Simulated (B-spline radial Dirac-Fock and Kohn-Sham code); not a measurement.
K-line shifts caused by a second vacancy in Cd⁺

System: Cd⁺ in the configuration [Kr] 4d10 5s1, inside a Watson sphere of charge -1 and radius 2.7 Å (a model of the Madelung potential; inside it an electron's potential energy is raised by 5.3 eV).

Method: multi-electron Dirac-Fock with separately optimised hole states, Breit and Lamb-shift corrections added in first order. Computed with an atomic code on a B-spline grid. Each two-hole energy is an average over J within one jj subconfiguration, not an observable level; in light atoms, where LS coupling holds, the j-resolved values are not observed lines, and for a K spectator the Kα1 hypersatellite is nearly forbidden. Correlation energy is missing from these numbers.

Lines without a spectator: Kα2 (K-L2) 22982.2 eV, Kα1 (K-L3) 23172.0 eV, Kβ3 (K-M2) 26056.3 eV, Kβ1 (K-M3) 26091.0 eV. Shifts in eV with one spectator hole (a dash: not computed, or left out as unreliable):

```csv
spectator hole,Kα2,Kα1,Kβ3,Kβ1
L2 (2p1/2),+59.9,+75.3,–,+159.9
L3 (2p3/2),+59.3,+59.2,+142.6,–
M2 (3p1/2),–,+8.47,+18.87,+23.01
M3 (3p3/2),+6.36,–,+19.67,+19.08
M4 (3d3/2),+1.07,-1.43,–,–
M5 (3d5/2),-1.86,-0.05,–,–
```

**Question.** Where does the K-L3 hypersatellite lie, emitted when both K electrons are missing?

**Answer.** +564.5 eV from the normal line, at 23736.5 eV. Removing both K electrons costs 54203.2 eV, which is 759.0 eV more than twice the K binding energy.

With n spectator holes in 2p, averaged over the 2p shell (energies in eV):

```tsv
n	KαLⁿ	step	hypersatellite KαʰLⁿ
0	23108.7	–	23667.8
1	23172.3	+63.6	23732.9
2	23237.2	+64.8	23799.1
3	23303.2	+66.1	23866.7
4	23370.5	+67.3	23935.4
5	23439.1	+68.6	24005.4
```
